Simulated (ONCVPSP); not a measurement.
## Which change was made? (As, ONCV)

ONCVPSP 4.0.1 input, shortened (lines: element, Z, core and valence counts, functional; n l f; lmax; l rc ep ncon nbas qcut; lloc lpopt rc5 dvloc0; l nproj debl; icmod fcfact rcfact), PBE, scalar-relativistic:

```
  As 33.00    6    2        4      upf
    1    0    2.00
    2    0    2.00
    2    1    6.00
    3    0    2.00
    3    1    6.00
    3    2   10.00
    4    0    2.00
    4    1    2.00
    1
    0    1.30    0.00    3    6    4.50
    1    1.85    0.00    3    8    3.60
    4    5    0.90    0.00
    0    2    1.30
    1    3    3.10
    0    0.00    0.00
```

Cutoffs, loose and tight: the cutoffs (Ha) at which the residual kinetic energy of the hardest occupied pseudo-wave falls to 1 and 0.1 mHa per electron. They do not see the model core or the augmentation charge, which bear on the density cutoff. Test errors are all-electron minus pseudo excitation energies from the reference, over the configurations 4s2 4p3; 4s2 4p1; 4s2 4p0; 4s2 4p2.5; variants that change the core or the reference have their own tests.

The base gives: outcome: generated; cutoff, loose: 10 Ha; cutoff, tight: 55 Ha; bound ghosts: s; GHOST(+) flags above zero: s, p; largest test error (meV): -27.

Question: After one change the result is: outcome: generated; cutoff, loose: 104 Ha; cutoff, tight: 364 Ha; bound ghosts: s; GHOST(+) flags above zero: none; largest test error (meV): -238. Which change was it?
A. s: nproj 0; local potential the s channel
B. s: qcut 2.8; p: qcut 2.2
C. p: rc 2.02
D. core [Ne], valence charge 23; reference 3s2 3p6 3d10 4s2 4p3; waves now 3s+4s: rc 1.05 bohr, ncon 4, nbas 7, qcut 12.1 1/bohr, 2 projectors; 3p+4p: rc 0.90 bohr, ncon 5, nbas 8, qcut 14.1 1/bohr, 2 projectors; 3d: rc 0.90 bohr, ncon 4, nbas 9, qcut 14 1/bohr, local; local potential the d channel

Answer: D. The others give: s: qcut 2.8; p: qcut 2.2 → outcome: generated; cutoff, loose: 37 Ha; cutoff, tight: 48 Ha; bound ghosts: s; GHOST(+) flags above zero: s, p; largest test error (meV): 4 of 4 tests not solved or not reliable | s: nproj 0; local potential the s channel → outcome: generated; cutoff, loose: 10 Ha; cutoff, tight: 55 Ha; bound ghosts: none; GHOST(+) flags above zero: none; largest test error (meV): -20 | p: rc 2.02 → outcome: generated; cutoff, loose: 10 Ha; cutoff, tight: 55 Ha; bound ghosts: s; GHOST(+) flags above zero: s, p; largest test error (meV): -41.
